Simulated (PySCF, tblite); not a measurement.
Isomers of C8H14F2, one GFN2-xTB conformer each. Single-point energies are computed at PBE0/pcSseg-1 (PySCF, gas phase, no added dispersion term), electronic only.

```csv
SMILES,GFN2-xTB relative energy (kJ/mol)
C[C@@H]1CC[C@@H](C(C)(F)F)C1,0.3
CC(C)[C@@]1(F)CC[C@H](F)C1,15.2
FC[C@@H]1CCCC[C@@H](F)C1,35.6
C[C@@H]1CC[C@H](C(C)(F)F)C1,0.0
```

Conformers: `[CH3:1][C@@H:2]1[CH2:3][CH2:4][C@@H:5]([C:6]([CH3:7])([F:8])[F:9])[CH2:10]1` with C4–C5–C6–C7 -61°, C1–C2–C3–C4 -159°, C2–C3–C4–C5 43°, C3–C4–C5–C6 -156°, C4–C5–C10–C2 11°; `[CH3:1][CH:2]([CH3:3])[C@@:4]1([F:5])[CH2:6][CH2:7][C@H:8]([F:9])[CH2:10]1` with C1–C2–C4–F5 58°, C2–C4–C6–C7 158°, C4–C6–C7–C8 -41°, C6–C7–C8–F9 154°, C7–C8–C10–C4 -14°; `[F:1][CH2:2][C@@H:3]1[CH2:4][CH2:5][CH2:6][CH2:7][C@@H:8]([F:9])[CH2:10]1` with F1–C2–C3–C4 62°, C2–C3–C4–C5 166°, C3–C4–C5–C6 57°, C4–C5–C6–C7 -74°, C5–C6–C7–C8 87°; `[CH3:1][C@@H:2]1[CH2:3][CH2:4][C@H:5]([C:6]([CH3:7])([F:8])[F:9])[CH2:10]1` with C4–C5–C6–C7 180°, C1–C2–C3–C4 -162°, C2–C3–C4–C5 24°, C3–C4–C5–C6 124°, C4–C5–C10–C2 -26°.

Task: What does PBE0/pcSseg-1 give for the same structures?

Result: 
```json
{"SMILES": "C[C@@H]1CC[C@H](C(C)(F)F)C1", "PBE0/pcSseg-1 E (Eh)": "-512.36922", "PBE0/pcSseg-1 (kJ/mol)": "0.0", "GFN2-xTB (kJ/mol)": "0.0", "point group": "C1"}
{"SMILES": "C[C@@H]1CC[C@@H](C(C)(F)F)C1", "PBE0/pcSseg-1 E (Eh)": "-512.36851", "PBE0/pcSseg-1 (kJ/mol)": "1.9", "GFN2-xTB (kJ/mol)": "0.3", "point group": "C1"}
{"SMILES": "CC(C)[C@@]1(F)CC[C@H](F)C1", "PBE0/pcSseg-1 E (Eh)": "-512.35490", "PBE0/pcSseg-1 (kJ/mol)": "37.6", "GFN2-xTB (kJ/mol)": "15.2", "point group": "C1"}
{"SMILES": "FC[C@@H]1CCCC[C@@H](F)C1", "PBE0/pcSseg-1 E (Eh)": "-512.34594", "PBE0/pcSseg-1 (kJ/mol)": "61.1", "GFN2-xTB (kJ/mol)": "35.6", "point group": "C1"}
```

Both levels put the same isomer lowest; measured from each level's own lowest isomer, the values differ by up to 25.5 kJ/mol (FC[C@@H]1CCCC[C@@H](F)C1: 35.6 against 61.1). As drawn, the lowest has two fluorines on one carbon, which the highest lacks. Neighbours under 10 kJ/mol apart (C[C@@H]1CC[C@H](C(C)(F)F)C1 and C[C@@H]1CC[C@@H](C(C)(F)F)C1) can change places with a better method, another conformer or zero-point energy. C[C@@H]1CC[C@H](C(C)(F)F)C1 and C[C@@H]1CC[C@@H](C(C)(F)F)C1 are stereoisomers, 1.9 kJ/mol apart in the conformers taken.

Task: Which frontier levels, dipoles and rotational constants go with these structures?

Result: 
```
                      SMILES  HOMO (eV, PBE0/pcSseg-1)  LUMO (eV)  dipole (D)       A, B, C (MHz)
 C[C@@H]1CC[C@H](C(C)(F)F)C1                     -8.84       1.14        2.34  2515, 824.4, 737.4
C[C@@H]1CC[C@@H](C(C)(F)F)C1                     -8.86       1.28        2.25  2566, 810.4, 719.5
  CC(C)[C@@]1(F)CC[C@H](F)C1                     -8.68       1.01        2.74  2489, 846.1, 752.5
    FC[C@@H]1CCCC[C@@H](F)C1                     -8.58       1.33        1.66   1692, 1014, 717.1
```

Task: What happens when harmonic zero-point energies from GFN2-xTB frequencies are added?

Result: 
| SMILES | ZPE (kJ/mol) | electronic (kJ/mol) | with ZPE (kJ/mol) |
| --- | --- | --- | --- |
| C[C@@H]1CC[C@H](C(C)(F)F)C1 | 540.9 | 0.0 | 0.0 |
| C[C@@H]1CC[C@@H](C(C)(F)F)C1 | 541.0 | 1.9 | 2.0 |
| CC(C)[C@@]1(F)CC[C@H](F)C1 | 541.1 | 37.6 | 37.8 |
| FC[C@@H]1CCCC[C@@H](F)C1 | 547.0 | 61.1 | 67.2 |

The zero-point energies span 6.1 kJ/mol. The order is unchanged.

Task: As an exercise, what shares would exp(−E/RT) give at 1000 K from these electronic energies alone (no entropy, no degeneracies)?

Result: RT = 8.314 kJ/mol: C[C@@H]1CC[C@H](C(C)(F)F)C1 55.2 %, C[C@@H]1CC[C@@H](C(C)(F)F)C1 44.1 %, CC(C)[C@@]1(F)CC[C@H](F)C1 0.6 %, FC[C@@H]1CCCC[C@@H](F)C1 under 0.1 %.
